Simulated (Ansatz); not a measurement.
Question: Name a neutral molecule of C, Cl, F, O, Ti and H with HOMO–LUMO gap (ωB97M-V/def2-TZVPP) between 11.05 and 11.35 eV and LUMO energy (B3LYP/def2-TZVPP) between -2.15 and -1.85 eV (Ansatz, PBE0-D4/def2-TZVP geometry).

Answer: `C[O][Ti]([F])([Cl])[O]C(C)(C)C` (11.14 eV, -1.95 eV). Other molecules can fit too; these were computed, each in one conformer that needn't be the lowest.

B3LYP here is the variant with VWN-RPA as its local correlation; programs differ in this.
